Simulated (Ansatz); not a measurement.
CFNSi, SMILES `[C-]#[N+][Si]F` (lower singlet) (charge 0, multiplicity 1). This singlet lies 2.57 eV below the relaxed triplet at the level frozen-core CCSD(T)/cc-pVTZ // PBE0-D3(BJ)/def2-TZVP (Ansatz, a program for electronic structure).

Cartesian coordinates (Å):
```xyz
4

C     -1.8861    -0.1427     0.1870
N     -0.7272     0.0179     0.0528
Si     0.8647     0.7141    -0.2594
F      1.7486    -0.5894     0.0196
```
Charge 0, multiplicity 1.

Frozen-core energies in cc-pVDZ from Ansatz at a geometry from PBE0-D3(BJ)/def2-TZVP; the HF reference has <S^2> = 0.00 and the T1 diagnostic is 0.017.

```csv
level,energy (Ha)
HF,-480.71706
MP2,-481.23600
CCSD,-481.25830
CCSD(T),-481.27653
```

Q: Estimate the energies of CCSDT and CCSDT(Q), and give each level's difference from CCSDT(Q).

A: 
| level | energy (Ha) | difference from CCSDT(Q) (mHa) |
|---|---|---|
| MP2 | -481.23600 | 43.06 |
| CCSD | -481.25830 | 20.76 |
| CCSD(T) | -481.27653 | 2.53 |
| CCSDT | -481.27729 | 1.77 |
| CCSDT(Q) | -481.27906 | 0.00 |
